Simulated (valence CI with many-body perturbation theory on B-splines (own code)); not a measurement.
Tb LII: electric-dipole lines

Calculated by valence CI with perturbative core correlation (CI+MBPT): four valence electrons over a frozen Dirac-Fock core [Ne], radial functions for each j: 11 s, 11 p, 10 d, 8 f, 5 g, 2 h, with the one-electron correlation potential Σ1 (screened to all orders), the two-electron term Σ2, the three-electron term Σ3, Breit, model QED; selected single and double excitations, second order for the rest, scaled by the run's own slope (own B-spline code, finite nucleus).

No measured spectrum was set against this ion. As an estimate, large intervals hold to a few tenths of a per cent, small ones and those within an open d or f shell to about a per cent. Among the levels kept, up to 590 cm⁻¹ of a level comes from second order outside the variational space, and about a tenth of that is noise between levels of different J, which matters for small intervals.

Lines 151 to 200 of 550 in falling wavelength, among levels below 83.445 Ry, chosen from the strongest by gf and those to the six lowest levels. Wavelengths and rates use the calculated energies. Electric multipoles are in the length gauge, E1 and E2 with the static RPA response of the core. Weak lines are less certain than strong ones. Lines between different terms over intervals too small for the method are left out, as are lines whose strength nearly cancels. The highest levels of a list are the least certain.

Levels are named by their leading jj configuration (3d3/2^4 stands for four electrons in 3d with j = 3/2), which in mixed levels can hold well under half, so a name can repeat and another be missing. Letters in brackets count levels of one name in rising energy.

```
λ vac (nm)                           Upper                           Lower   A (s⁻¹)  log gf  Branch %
     4.986  (3s 3p1/2 3d3/2 3d5/2) J=2 [a]  (3s 3p1/2 3p3/2 3d3/2) J=2 [b]  5.30e+10   -1.01       9.3
     4.984          (3s^2 3d3/2 3d5/2) J=1          (3s^2 3p3/2 3d3/2) J=1  7.41e+10   -1.08       4.6
     4.981   (3p1/2 3p3/2^2 3d5/2) J=2 [b]          (3s^2 3d5/2^2) J=2 [a]  1.05e+11   -0.71       8.4
     4.979  (3s 3p1/2 3p3/2 3d5/2) J=2 [c]      (3s 3p1/2 3p3/2^2) J=2 [b]  7.46e+10   -0.86      10.1
     4.975  (3s 3p1/2 3d3/2 3d5/2) J=2 [c]  (3s 3p1/2 3p3/2 3d3/2) J=1 [b]  1.13e+11   -0.68       8.9
     4.972       (3p1/2^2 3p3/2 3d5/2) J=3  (3s 3p1/2 3p3/2 3d3/2) J=2 [a]  1.96e+11   -0.29      59.9
     4.970  (3s 3p1/2 3p3/2 3d5/2) J=1 [b]          (3s 3p1/2 3p3/2^2) J=0  1.19e+11   -0.88      30.4
     4.966      (3s 3p1/2 3d5/2^2) J=3 [a]  (3s 3p1/2 3p3/2 3d5/2) J=3 [b]  8.24e+10   -0.67      23.5
     4.966      (3s 3p3/2 3d3/2^2) J=2 [c]             (3p1/2 3p3/2^3) J=1  1.08e+11   -0.70       5.3
     4.952  (3s 3p1/2 3p3/2 3d5/2) J=2 [c]      (3s 3p1/2 3p3/2^2) J=1 [a]  1.63e+11   -0.52      22.0
     4.950      (3s 3p1/2 3d3/2 3d5/2) J=5      (3s 3p1/2 3p3/2 3d3/2) J=4  1.52e+11   -0.21      81.5
     4.923      (3s 3p3/2^2 3d5/2) J=2 [a]                (3s 3p3/2^3) J=2  2.36e+11   -0.37      27.3
     4.910  (3s 3p1/2 3d3/2 3d5/2) J=4 [c]  (3s 3p1/2 3p3/2 3d3/2) J=3 [b]  1.55e+11   -0.30      15.7
     4.906  (3s 3p1/2 3d3/2 3d5/2) J=1 [a]  (3s 3p1/2 3p3/2 3d3/2) J=0 [a]  9.92e+10   -0.97      29.1
     4.895      (3s 3p3/2 3d3/2^2) J=2 [c]          (3s^2 3d5/2^2) J=2 [b]  6.17e+10   -0.96       3.0
     4.880      (3s 3p1/2 3d5/2^2) J=2 [b]  (3s 3p1/2 3p3/2 3d5/2) J=2 [b]  9.60e+10   -0.77      19.2
     4.876  (3s 3p1/2 3d3/2 3d5/2) J=2 [a]  (3s 3p1/2 3p3/2 3d3/2) J=1 [a]  1.05e+11   -0.73      18.4
     4.871      (3s 3p3/2^2 3d5/2) J=2 [c]                (3s 3p3/2^3) J=1  4.94e+11   -0.06      26.2
     4.857      (3s 3p3/2 3d3/2^2) J=2 [c]          (3s^2 3d5/2^2) J=2 [a]  5.09e+10   -1.05       2.5
     4.837              (3s^2 3d5/2^2) J=4          (3s^2 3p3/2 3d5/2) J=4  6.71e+10   -0.67      23.2
     4.836          (3s 3p1/2 3d5/2^2) J=5      (3s 3p1/2 3p3/2 3d5/2) J=5  7.40e+10   -0.54      30.8
     4.829      (3s 3p1/2 3d5/2^2) J=2 [a]  (3s 3p1/2 3p3/2 3d5/2) J=2 [a]  2.31e+11   -0.39      57.4
     4.824  (3s 3p1/2 3p3/2 3d5/2) J=3 [b]      (3s 3p1/2 3p3/2^2) J=2 [a]  1.24e+11   -0.52      31.7
     4.820  (3s 3p1/2 3p3/2 3d5/2) J=4 [c]          (3s 3p1/2 3p3/2^2) J=3  1.42e+11   -0.35      27.3
     4.819          (3s^2 3p3/2 3d5/2) J=3              (3s^2 3p3/2^2) J=2  4.05e+11   -0.01      98.6
     4.816          (3s 3p1/2^2 3d5/2) J=2          (3s 3p1/2^2 3p3/2) J=2  3.28e+10   -1.24      21.8
     4.803          (3s^2 3d5/2^2) J=2 [a]          (3s^2 3p3/2 3d5/2) J=2  1.26e+11   -0.66      18.7
     4.795      (3s 3p3/2^2 3d5/2) J=2 [b]                (3s 3p3/2^3) J=2  2.43e+11   -0.38      24.7
     4.793      (3s 3p1/2 3d5/2^2) J=3 [a]  (3s 3p1/2 3p3/2 3d5/2) J=3 [a]  1.03e+11   -0.60      29.5
     4.774      (3s 3p3/2^2 3d5/2) J=3 [c]                (3s 3p3/2^3) J=2  4.23e+11    0.01      30.5
     4.767          (3s^2 3d5/2^2) J=2 [b]          (3s^2 3p3/2 3d5/2) J=2  1.38e+11   -0.63      16.1
     4.754      (3s 3p1/2 3d5/2^2) J=1 [a]  (3s 3p1/2 3p3/2 3d5/2) J=1 [a]  9.99e+10   -0.99      16.8
     4.689  (3s 3p1/2 3d3/2 3d5/2) J=3 [b]  (3s 3p1/2 3p3/2 3d3/2) J=3 [a]  4.76e+10   -0.96      14.6
     4.655      (3s 3p1/2 3d5/2^2) J=4 [a]  (3s 3p1/2 3p3/2 3d5/2) J=4 [a]  8.57e+10   -0.60      18.4
     4.643      (3s 3p1/2 3d5/2^2) J=2 [b]  (3s 3p1/2 3p3/2 3d5/2) J=3 [a]  5.36e+10   -1.06      10.7
     4.603  (3s 3p1/2 3p3/2 3d5/2) J=3 [c]      (3s 3p1/2 3p3/2^2) J=2 [a]  1.40e+11   -0.51      19.6
     4.577          (3s 3p3/2^2 3d3/2) J=4          (3s^2 3p3/2 3d5/2) J=3  4.48e+10   -0.90       4.1
     4.570  (3s 3p1/2 3p3/2 3d5/2) J=3 [d]          (3s 3p1/2 3p3/2^2) J=3  5.20e+10   -0.94       6.4
     4.226      (3s 3p3/2^2 3d5/2) J=4 [a]          (3s^2 3p3/2 3d5/2) J=3  1.77e+11   -0.37      36.5
     4.183   (3p1/2 3p3/2^2 3d5/2) J=3 [a]  (3s 3p1/2 3p3/2 3d5/2) J=2 [d]  7.16e+10   -0.88       6.4
     4.137  (3s 3p1/2 3p3/2 3d3/2) J=2 [a]          (3s^2 3p1/2 3d3/2) J=2  2.40e+09   -2.51       1.0
     4.084   (3p1/2 3p3/2^2 3d5/2) J=3 [a]  (3s 3p1/2 3p3/2 3d5/2) J=2 [c]  7.13e+10   -0.90       6.3
     4.014   (3p1/2 3p3/2^2 3d5/2) J=4 [b]  (3s 3p1/2 3p3/2 3d5/2) J=3 [d]  1.78e+11   -0.41      17.9
     4.011          (3s 3p3/2^2 3d5/2) J=0          (3s^2 3p3/2 3d5/2) J=1  3.98e+11   -1.02      35.4
     4.010      (3s 3p1/2 3p3/2^2) J=2 [a]          (3s^2 3p1/2 3p3/2) J=2  9.77e+09   -1.93       3.7
     4.004  (3s 3p1/2 3p3/2 3d3/2) J=1 [a]          (3s^2 3p1/2 3d3/2) J=2  5.70e+09   -2.39      18.0
     3.998  (3s 3p1/2 3p3/2 3d5/2) J=2 [a]          (3s^2 3p1/2 3d5/2) J=2  1.18e+11   -0.85      45.1
     3.983      (3s 3p3/2^2 3d3/2) J=1 [a]          (3s^2 3p3/2 3d3/2) J=0  1.72e+11   -0.91      13.2
     3.978      (3s 3p3/2^2 3d3/2) J=2 [a]          (3s^2 3p3/2 3d3/2) J=1  1.84e+11   -0.66      13.2
     3.968      (3s 3p3/2^2 3d3/2) J=1 [a]          (3s^2 3p3/2 3d3/2) J=1  1.37e+11   -1.01      10.5
```
